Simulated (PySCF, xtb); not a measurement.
GeH2I2, SMILES [I][GeH2][I].

Harmonic wavenumbers (cm⁻¹) from GFN2-xTB run with xtb at its own minimum, in rising order: 74, 251, 302, 419, 617, 679, 789, 1854, 1916.

**Question.** What does PBE-D3(BJ)/def2-SVP in PySCF 2.14.0 give at its own minimum? (Estimate from the structure and the level; the computed values follow.)

**Answer.** 69, 225, 258, 424, 592, 693, 808, 2079, 2103. Paired by order, the mean absolute difference is 61 cm⁻¹ and the zero-point energies are 9.9 and 10.4 kcal/mol.
